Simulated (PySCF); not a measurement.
Run record: EPR job, `[H]/N=[C]/c1ccnc(C#N)c1` [radical].

Method: UKS B3LYP, pcH-1 on C H N, non-relativistic, mean-field spin-orbit, GIAO (PySCF 2.14.0). Geometry: GFN2-xTB. The command runs a driver script over a list of jobs; the input below is this job's line of settings and its coordinates in Å.

Command:
```bash
OMP_NUM_THREADS=1 python probes_run.py task.json out
```

Input:
```
{"job": {"kind": "epr", "basis": "pcH-1"}, "charge": 0, "multiplicity": 2}
N     -3.595108    -1.404392    -1.288850
C     -2.696232    -0.818754    -0.887950
C     -1.549486    -0.134491    -0.395987
C     -0.340368    -0.800699    -0.394421
C      0.808643    -0.114631     0.096331
C      2.009090    -0.722807     0.176292
N      3.118102    -1.143274    -0.037431
C      0.606283     1.222762     0.560840
C     -0.656105     1.758136     0.498115
N     -1.727286     1.121340     0.039478
H     -0.258939    -1.812448    -0.759539
H      3.679168    -1.706856     0.588249
H      1.440951     1.786602     0.944780
H     -0.839391     2.769041     0.837926
```

Question: Estimate the output.

Answer: 
```
UKS, coarse grid
  cycle   1  E = -433.23669526  |g| = 4.18e-01
  cycle   2  E = -432.98595711  |g| = 8.66e-01
  cycle   3  E = -433.32257668  |g| = 1.12e-01
  cycle   4  E = -433.32632800  |g| = 7.68e-02
  cycle   5  E = -433.32909251  |g| = 2.66e-02
  cycle   6  E = -433.32942835  |g| = 1.15e-02
  cycle   7  E = -433.32951440  |g| = 5.96e-03
  cycle   8  E = -433.32955648  |g| = 3.27e-03
  cycle   9  E = -433.32956665  |g| = 2.27e-03
  cycle  10  E = -433.32957052  |g| = 5.97e-04
UKS, final grid
  cycle   1  E = -433.32953689  |g| = 7.24e-04
  cycle   2  E = -433.32953634  |g| = 1.44e-03
  cycle   3  E = -433.32953734  |g| = 2.57e-04
  cycle   4  E = -433.32953739  |g| = 1.47e-04
  cycle   5  E = -433.32953746  |g| = 1.05e-04
  cycle   6  E = -433.32953747  |g| = 5.06e-05
  cycle   7  E = -433.32953747  |g| = 1.34e-05
E = -433.32953747 Eh   <S^2> = 0.7722 (exact 0.7500)
g shifts (ppm)      1          2          3
  rmc          -183       -183       -183
  gc             35         -2        -19
  oz_so       -1287         10       1492
  total       -1436       -176       1289
hyperfine (MHz)  atom isotope    a_iso     a_fc   dipolar eigenvalues
    0   14N      -0.58      -0.58     -1.97      0.67      1.30
    1   13C       4.33       4.33     -1.16     -0.09      1.25
    2   13C     -21.21     -21.21    -13.80      5.63      8.17
    3   13C      19.49      19.49    -17.50    -17.16     34.66
    4   13C     -23.32     -23.32     -7.62      0.69      6.93
    5   13C      24.40      24.40    -37.58    -37.36     74.94
    6   14N      30.07      30.07     -9.25     -8.24     17.49
    7   13C      22.14      22.14    -20.59    -20.30     40.89
    8   13C     -20.85     -20.85    -13.59      5.31      8.28
    9   14N      10.59      10.59    -12.07    -11.95     24.01
   10    1H     -14.80     -14.80     -6.24     -1.97      8.21
   11    1H     136.01     136.01     -9.56     -5.16     14.71
   12    1H     -17.04     -17.04     -7.62     -1.94      9.56
   13    1H       4.14       4.14     -2.72     -0.12      2.84
```

rmc, gc and oz_so are the mass-correction, gauge-correction and orbital-Zeeman/spin–orbit parts of the g shift along its three principal axes; a_iso is the isotropic hyperfine coupling and a_fc its Fermi-contact part. Atoms in this output count from 0.

Question: Get g_iso from the total shifts.

Answer: Their mean is -107 ppm; added to g_e = 2.002319 it gives 2.00221.

Question: How far is ⟨S²⟩ from the pure-spin value?

Answer: S = 0.5 gives S(S+1) = 0.75; the run has 0.7722, 0.0222 more.

Main results: ⟨S²⟩ 0.772; g_iso 2.0022.

Geometry: GFN2-xTB; no solvent, vibrations or thermal averaging.

Question: Estimate the wall time. Hardware: an Arm Neoverse V1 with one thread (shared host). And the peak memory of the process?

Answer: About 89 s (density and orbital grids were written too), with 0.97 GiB resident at the peak, the Python interpreter and its libraries included.
Labels such as C1 count atoms from 1, the log's own numbers from 0.
